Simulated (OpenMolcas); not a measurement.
## What dynamic correlation does to the levels of Rh2+

```yaml
Program: OpenMolcas
Basis: ANO-RCC-VTZP [7s6p4d2f1g]
Scalar_Hamiltonian: DKH2, point nucleus
Active_space: 7 electrons in 5 orbitals (4d)
State_averaging: 2S+1 = 4 even, 10 roots; 2S+1 = 2 even, 40 roots kept (CI in the orbitals of an earlier block)
Spin-orbit_coupling: state interaction with AMFI integrals over the reference wave functions, term energies averaged over their components
```

Methods on the same reference wave functions:
A. CASSCF
B. SS-CASPT2, IPEA 0.25 Eh, imaginary shift 0.1 Eh (closed shells correlated: 4s 4p)
C. MS-CASPT2, IPEA 0.25 Eh, imaginary shift 0.1 Eh (closed shells correlated: 4s 4p)

Energies in cm-1 above 4d7 4F 9/2, the measured ground level; measured values from the list in Shadmi, J. Res. Natl. Bur. Stand. 70A, 435 (1966).

```csv
Level,A,B,C,Measured
4d7 4F 9/2,0.0,0.0,0.0,0.0
4d7 4F 7/2,2067,2090,2090,2148
4d7 4F 5/2,3433,3420,3420,3486
4d7 4F 3/2,4313,4270,4270,4322
4d7 4P 5/2,14981,11800,11800,11062
4d7 4P 3/2,15065,11990,11750,10997
4d7 2G 9/2,15557,13760,13790,
4d7 4P 1/2,16418,13290,13190,
4d7 2G 7/2,17623,15830,15830,
4d7 2P 3/2 [55 %],20424,17570,16830,
4d7 2H 11/2,20626,18230,18580,
4d7 2P 1/2,22534,19920,18710,
4d7 2D 5/2(1),22567,19260,19270,
4d7 2H 9/2,22657,20320,20640,
4d7 2D 3/2(1) [66 %],26023,22920,22570,
4d7 2F 5/2,34354,28150,28140,
4d7 2F 7/2,35335,29180,29180,
4d7 2D 3/2(2),53635,44810,44840,
4d7 2D 5/2(2),54629,45820,45810,
```

Deviations, from unrounded energies. A percentage is the sum of absolute deviations over the sum of measured energies, with the sign that they share, or ± where signs differ.

```
                        Against measurement  Levels      A     B     C
             mean absolute deviation (cm-1)       5   1600   380   330
      fine structure of the ground term (%)       3   -1.4  -1.7  -1.7
other terms of the ground configuration (%)       2  +36.2  +7.9  +6.8
```

C lies closest to measurement on these levels and A furthest from it. The largest miss of C in the table is 4d7 4P 3/2, by +760 cm-1. The ranking rests on the paired levels alone, and a cruder setting can come out closer through cancelling errors.

Between B and C the level of the table that moves most is 4d7 2P 1/2, by 1200 cm-1 (lowest in C, highest in B). Moves below CASPT2's spread within the term are not significant.

The mean deviations of B to C differ by less than CASPT2's widest spread within a term (810 cm-1), so their order carries little weight.

From A to B the spin-free energies of the other terms of 4d7 shown, above 4F, scale by factors of 0.77 to 0.88, as is usual when dynamic correlation screens the repulsion within a d or f shell.

The lowest spin-free term lies below A's lowest term by 0.470 hartree in B, 0.470 hartree in C.

Term energies are means over components that CASPT2 splits; among the terms shown or strongly mixed into the levels shown the widest spread is 810 cm-1 (4d7 4F, C). Levels of configurations with an s electron are missing; early in the row they begin among the upper levels of the d shell and mix with terms of their name. Terms from blocks run as CI alone lack orbitals of their own. Without dynamic correlation excited terms often stand tens of per cent too high (terms of higher spin than the ground term too low), and those without a measured partner can miss by more than the paired ones (holds for A). The CASPT2 spread within a term exceeds the gap to the next term for 4d7 2P and 4d7 2H, so the order of their levels is uncertain (holds for B). Measured partners are found by configuration, term and J. A level has none where our copy of the source lacks it or the pairing is in doubt (some pairs that miss far off the trend of their configuration count as doubtful), and it then counts in no deviation. Only configurations of the active space appear.

A share in square brackets marks a mixed level and gives the weight of the term that names it, the lowest over the columns. A number in round brackets counts repeated terms of one configuration in the order of the reference energies.
